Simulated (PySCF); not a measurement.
Positional isomers: benzothiophene ethynyl+boryl. Isolated molecules, 0 K electronic values unless said otherwise. One relaxed conformer stands for each flexible species; it need not be the lowest. Strings in code marks are SMILES.

The four lowest singlet excitations (Tamm–Dancoff). Calculation: ωB97X-D3(BJ)/def2-TZVP // PBE0-D3(BJ)/def2-SVP run with PySCF 2.14.0. Excitations are Tamm–Dancoff values on a coarser integration grid. The basis has no diffuse functions, so Rydberg states are missing or too high.

| state | energy (eV) | wavelength (nm) | oscillator strength |
|---|---|---|---|
| S1 | 4.19 | 296 | 0.226 |
| S2 | 4.46 | 278 | 0.561 |
| S3 | 5.57 | 223 | 0.000 |
| S4 | 5.59 | 222 | 0.236 |

Say which member gives these states.
(A) `Bc1ccc(C#C)c2ccsc12`
(B) `Bc1c(C#C)ccc2sccc12`
(C) `Bc1cc2ccc(C#C)cc2s1`
(D) `Bc1c(C#C)ccc2ccsc12`

C, `Bc1cc2ccc(C#C)cc2s1`
